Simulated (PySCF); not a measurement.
# Reading the logs of faulty runs: AlH2NOSi

Calculated results; nothing here was measured. They come from PySCF 2.14.0, an open-source quantum chemistry program, on an isolated molecule that a program drew, which may never have been made. The molecule is AlH2NOSi (charge 0, singlet), drawn as the SMILES string `O[Si][N]=[AlH]`.

Each row is a Hartree-Fock (HF) and frozen-core CCSD(T) single point in the cc-pV(D+d)Z basis, meant for a local HF minimum. Run 1 is clean. Each other run has one planted mistake out of seven kinds, and not every kind appears here: one electron removed, one electron added, multiplicity raised by two, geometry at a saddle point, minimal basis STO-3G, one bond length entered in bohr, all coordinates scaled. The reference is restricted for singlets and unrestricted otherwise, and also for a bond in bohr. Adding or removing an electron swaps singlet and doublet. Electrons count all cores. HOMO and LUMO are orbital energies over both spins, the gradient is its largest component, and the lowest frequency (negative if imaginary) is given only where the gradient is small. Bond lengths are over the 5 bonds as drawn. T1 is the CCSD diagnostic: over 0.02 (restricted) or 0.045 (unrestricted) a single reference is doubtful.

Geometry of the clean run:
```xyz
6
AlH2NOSi, angstrom
O     2.2824    1.5339    1.2974
Si    1.4725    2.9707    1.5482
N    -0.1593    2.5450    1.3963
Al   -1.7907    2.5807    1.3356
H     1.7366    0.7774    1.1251
H    -3.3416    2.5885    1.2727
```

| run | electrons | basis functions | <S^2> | HOMO (eV) | LUMO (eV) | gradient (hartree/bohr) | lowest frequency (cm^-1) | mean bond (Å) | longest bond (Å) | T1 | HF (hartree) | CCSD(T) (hartree) | mistake |
|---|---|---|---|---|---|---|---|---|---|---|---|---|---|
| 1 | 44 | 84 | 0.000 | -7.76 | 1.23 | 1.2e-05 | 96 | 1.4991 | 1.693 | 0.0239 | -661.34046 | -661.87678 | no fault |
| 2 | 43 | 84 | 0.768 | -15.59 | -5.62 | 8.5e-02 | - | 1.4991 | 1.693 | 0.0267 | -661.09778 | -661.59942 | one electron removed |
| 3 | 44 | 84 | 0.000 | -8.05 | 1.10 | 4.7e-02 | - | 1.5785 | 1.783 | 0.0270 | -661.32248 | -661.87221 | all coordinates scaled |
| 4 | 44 | 84 | 0.833 | -8.22 | 1.11 | 1.5e-02 | - | 1.6679 | 1.793 | 0.0674 | -661.21333 | -661.74387 | one bond length entered in bohr |
| 5 | 45 | 84 | 0.766 | 0.20 | 6.17 | 7.9e-02 | - | 1.4991 | 1.693 | 0.0660 | -661.31195 | -661.85842 | ? |

**Which mistake was planted in run 5, and what did it cost?**

It counts 45 electrons, one more than the clean run, at the same geometry and basis. So the mistake is: one electron added. Subtracting run 1 and multiplying by 627.51 kcal/mol a hartree, the energy moved by 17.9 kcal/mol in HF and 11.5 kcal/mol in CCSD(T).

Cautions from the logs. Run 1: T1 is over the limit, so its CCSD(T) energy is less reliable; run 3: T1 is over the limit, so its CCSD(T) energy is less reliable; run 4: T1 is over the limit, so its CCSD(T) energy is less reliable; run 5: T1 is over the limit, so its CCSD(T) energy is less reliable and the HOMO is above zero, so the electron isn't bound and the energy depends on the basis.
